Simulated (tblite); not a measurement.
Species: C7H12BFSi.
Geometry (GFN2-xTB, Å), atoms numbered from 1 in this order:
```xyz
22
C7H12BFSi angstrom
C      3.2234    0.9205   -0.0444
B      2.2752   -0.3368    0.0934
C      2.8716   -1.7880    0.2847
C      0.7884   -0.1319    0.0428
C     -0.4094    0.0389   -0.0020
C     -1.8182    0.2486   -0.0533
Si    -2.8738   -1.3260   -0.0950
C     -2.3332    1.4854    0.6682
C     -2.3032    1.4591   -0.8149
F     -1.3981    2.2486   -1.4571
H      3.0116    1.6507    0.7362
H      4.2834    0.6821    0.0017
H      3.0368    1.4351   -0.9866
H      3.5282   -2.0404   -0.5473
H      3.4935   -1.8270    1.1787
H      2.1205   -2.5702    0.3665
H     -4.2789   -0.9108   -0.1607
H     -2.6192   -2.0720    1.1362
H     -2.5057   -2.0950   -1.2820
H     -3.2884    1.4378    1.1684
H     -1.5976    2.1048    1.1604
H     -3.2175    1.4062   -1.3947
```

Level: GFN2-xTB in tblite, geometry and Hessian alike; calculated harmonic values, unscaled, isolated species. The method is semi-empirical: single wavenumbers can be off by several per cent or more. Modes of hydrogen on silicon can be 10 to 20 % off. The optimisation stopped once no atom felt more than 0.01 eV/Å.

Lowest wavenumbers of the output (negative numbers stand for imaginary wavenumbers):
```
mode    cm-1
  1     -35.4
  2       9.9
  3      45.7
  4      59.3
  5      72.1
  6      85.3
  7     114.0
  8     139.3
  9     168.3
 10     206.0
```

Is this structure a minimum?

Not by this Hessian. 1 mode is imaginary beyond 20i (35i cm⁻¹), so at this level the point lies at or near a first-order saddle. The curvature is small, so loose convergence or finite differences may be the whole cause.

Which atoms move in the imaginary mode?

35i: H15 (methyl hydrogen) 22 %, H14 (methyl hydrogen) 21 %, H13 (methyl hydrogen) 16 %, H11 (methyl hydrogen) 16 %. These are shares of the mass-weighted motion.

What is the remedy?

Step along that mode in both directions, optimise again with tighter thresholds and repeat the frequencies. The zero-point energy of this point (101.8 kcal/mol) counts the 59 real modes alone, and thermal corrections from it aren't those of a minimum.

The run took 1.9 s wall on an Arm Neoverse N1 with one thread, shared host. The figure is for the frequency step alone.
